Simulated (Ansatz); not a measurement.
CH7NOSi (`OCN[SiH3]`). Charge 0, multiplicity 1. All single points use the PBE0-D4/def2-TZVP geometry. It is one conformer, not always the lowest.

```xyz
11

O    -0.989    0.835    1.880
C     0.118    0.659    1.034
N    -0.260    0.416   -0.326
Si    0.366   -0.854   -1.303
H    -1.577    0.086    1.740
H     0.706    1.575    1.149
H     0.741   -0.185    1.366
H    -0.709    1.205   -0.767
H     0.362   -2.101   -0.492
H     1.761   -0.649   -1.792
H    -0.519   -0.986   -2.489
```

Problem. What is the dipole moment at ωB97M-V/def2-TZVPP? (Estimate.)

Solution. Computed: 0.85 D, with components (-0.01, -0.25, -0.81) D in this frame, pointing from negative to positive charge.

Problem. And with PBE, r2SCAN, B3LYP? (Best estimate.)

Solution. Computed: PBE 0.75 D, r2SCAN 0.77 D, B3LYP 0.85 D.

Problem. Give the Mulliken charges with ωB97M-V, r2SCAN, PBE in def2-TZVPP. (Estimate.)

Solution. Computed: 
| atom | ωB97M-V | r2SCAN | PBE |
| --- | --- | --- | --- |
| O1 | -0.33 | -0.37 | -0.31 |
| C2 | 0.07 | 0.22 | 0.06 |
| N3 | -0.32 | -0.37 | -0.28 |
| Si4 | 0.23 | 0.37 | 0.25 |
| H5 | 0.17 | 0.19 | 0.18 |
| H6 | 0.11 | 0.04 | 0.09 |
| H7 | 0.09 | 0.03 | 0.07 |
| H8 | 0.10 | 0.14 | 0.13 |
| H9 | -0.04 | -0.08 | -0.06 |
| H10 | -0.05 | -0.09 | -0.07 |
| H11 | -0.03 | -0.07 | -0.05 |

B3LYP here is the variant with VWN-RPA as its local correlation; programs differ in this.
